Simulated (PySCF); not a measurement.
CHCl2, SMILES Cl[CH]Cl (connectivity only; charge and spin as stated), charge +1, multiplicity 1.

Geometry: r2SCAN-D4/def2-TZVP. The multiplicity is an assumed one; other spin states were not compared. The isomer is the one that the SMILES or the coordinates give; other isomers of the formula were not compared.

These are PySCF with PBE/def2-TZVPD values and carry that method's errors.

The molecule is in vacuum.

Computed frontier levels, gap, dipole moment and polarisability:
```yaml
highest_occupied_level: -14.92 eV
lowest_empty_level: -11.36 eV
orbital_gap: 3.55 eV
dipole_moment_about_the_centre_of_nuclear_charge: 1.31 D
mean_static_polarisability: 36.7 bohr³ (5.43 Å³)
polarisability_principal_values: 24.5, 30.4, 55.1 bohr³
```
